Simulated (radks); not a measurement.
Spherical quantum dot in the effective-mass picture: electrons in a parabolic well V = omega^2 r^2 / 2 with omega = 0.55, with a point charge +1 (a donor) at the centre, all in effective atomic units (hartree* = m*/eps^2 hartree, bohr* = eps/m* bohr), one dielectric constant everywhere. Method: non-relativistic Kohn-Sham, LDA (Slater exchange, Perdew-Wang correlation), spin-polarised, spherical densities; computed with a radial shooting solver with Libxc functionals. Levels are named by radial order and angular momentum (1s, 1p, 1d, 2s, ...), and open shells are averaged over m. Each electron was tried in the lowest free levels, single moves between levels near the top were tried too, and the lowest total energy was kept; such a search can miss a lower state. At N = 1 the Hartree and exchange-correlation terms need not cancel, so that row can carry a self-interaction error.

N	open shells	2S	mu = E(N) - E(N-1) (hartree*)	addition energy mu(N+1) - mu(N) (hartree*)	e(HOMO) (hartree*)	rms radius (bohr*)
1	1s(up 1, down 0)	1	-0.18135	0.7332	0.11549	1.220
2	none	0	0.55180	1.189	0.81017	1.382
3	1p(up 1, down 0)	1	1.7407	0.3570	1.9177	1.724
4	1p(up 2, down 0)	2	2.0976	0.3567	2.2771	1.914
5	1p(up 3, down 0)	3	2.4544	0.4360	2.6302	2.053
6	1p(up 3, down 1)	2	2.8904	0.3159	3.0479	2.173
7	1p(up 3, down 2)	1	3.2063	0.3149	3.3644	2.274
8	none	0	3.5212	0.5533	3.6770	2.364
9	2s(up 1, down 0)	1	4.0744	0.3269	4.2196	2.474
10	none	0	4.4013	0.3563	4.5451	2.571
11	1d(up 1, down 0)	1	4.7576	0.2646	4.8903	2.659
12	1d(up 2, down 0)	2	5.0222	0.2616	5.1535	2.738
13	1d(up 3, down 0)	3	5.2838	0.2584	5.4136	2.810
14	1d(up 4, down 0)	4	5.5422	0.2551	5.6703	2.877
15	1d(up 5, down 0)	5	5.7973	0.3097	5.9237	2.940
16	1d(up 5, down 1)	4	6.1070	0.2420	6.2283	3.001
17	1d(up 5, down 2)	3	6.3490	0.2400	6.4694	3.058
18	1d(up 5, down 3)	2	6.5891	0.2378	6.7083	3.112
19	1d(up 5, down 4)	1	6.8268	0.2354	6.9449	3.164
20	none	0	7.0622	0.5153	7.1791	3.214
21	1f(up 1, down 0)	1	7.5775	0.2194	7.6875	3.270
22	1f(up 2, down 0)	2	7.7970	0.2178	7.9061	3.324
23	1f(up 3, down 0)	3	8.0147	0.2161	8.1231	3.375
24	1f(up 4, down 0)	4	8.2308	0.2144	8.3383	3.424
25	1f(up 5, down 0)	5	8.4452	0.2126	8.5518	3.470
26	1f(up 6, down 0)	6	8.6578	0.2109	8.7636	3.515
27	1f(up 7, down 0)	7	8.8688	0.2581	8.9737	3.559
28	1f(up 7, down 1)	6	9.1269	0.2043	9.2292	3.601
29	1f(up 7, down 2)	5	9.3312	0.2031	9.4329	3.643
30	1f(up 7, down 3)	4	9.5342	0.2018	9.6353	3.683
31	1f(up 7, down 4)	3	9.7360	0.2005	9.8365	3.721
32	1f(up 7, down 5)	2	9.9365	0.1992	10.036	3.759
33	1f(up 7, down 6)	1	10.136	0.1978	10.235	3.796
34	none	0	10.334	0.2409	10.432	3.832
35	2p(up 1, down 0)	1	10.574	0.1997	10.674	3.867
36	2p(up 2, down 0)	2	10.774	0.1989	10.874	3.902
37	2p(up 3, down 0)	3	10.973	0.2272	11.072	3.936
38	2p(up 3, down 1)	2	11.200	-	11.298	3.970

All shells are closed at N = 2, 8, 10, 20, 34 (there: 1s2 1p6 1d10 2s2 1f14); the second difference of the energy has clear peaks (12 % above both neighbours; the first and last values, which can be the largest, are not judged, and half-filled shells can peak too) at N = 2, 5, 8, 15, 20, 27, 34.
